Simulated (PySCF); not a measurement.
C2H2N2Si, SMILES N#C[SiH2]C#N at its PBE0/def2-SVP optimised geometry (Å):

```
7

N      1.9675    -1.1306     0.0001
C      0.8088    -1.1025     0.0000
Si    -1.0421    -1.1025     0.0000
C     -1.5945     0.6640     0.0000
N     -1.9675     1.7614     0.0000
H     -1.5264    -1.7614     1.2363
H     -1.5264    -1.7614    -1.2363
```

Level of theory: PBE0/def2-TZVP (PySCF). Cells within 0.4 Å of a nucleus heavier than hydrogen are left out (blank, or x).

Map of the electrostatic potential (hartree/e), clipped to [-0.08, 0.12] on the plane z = 0.0 Å:

```
|2211111111111222222222222222222|
|2111110011111122222222222222222|
|2111000000111122222222222222222|
|1110000000011122222222222222222|
|1110000001111122222222222222222|
|1110012465321122222222222222222|
|1111159999942222222222222222222|
|21114999x9983222222222222222222|
|2112799xxx995322222222222222222|
|2223899xx9996433333322222222222|
|2223699999999644333322222222222|
|2223599999999854433332222222222|
|33335999xxx99975544332222111122|
|33345999xxx99987654332221111111|
|334469999x999998766543322111111|
|4445689999999999999865543111111|
|4455689999999999999999997310011|
|4456799999999999999999999710001|
|45568999999xx99999xx99xx9920001|
|4556899999xxx9999xxx9xxx9930000|
|4556899999xxx9999xxx99xx9930001|
|4556799999999999999999999920001|
|4556789999999999999999999410001|
|4555678999999999999977874210011|
|4455567899999999876544332111111|
|4455556779999998765433222111111|
|4445555667788876654433222211222|
|4444555566666665544333222222222|
|4444455555566555544333322222222|
|4444444555555554444333322222222|
|4444444445555444444333332222222|
```
Scale: ten equal steps from -0.057 (start of '0') to 0.120 (end of '9'), in the order '0123456789'; x runs from -4.00 to 4.00, y from -4.00 (bottom) to 4.00 (top).
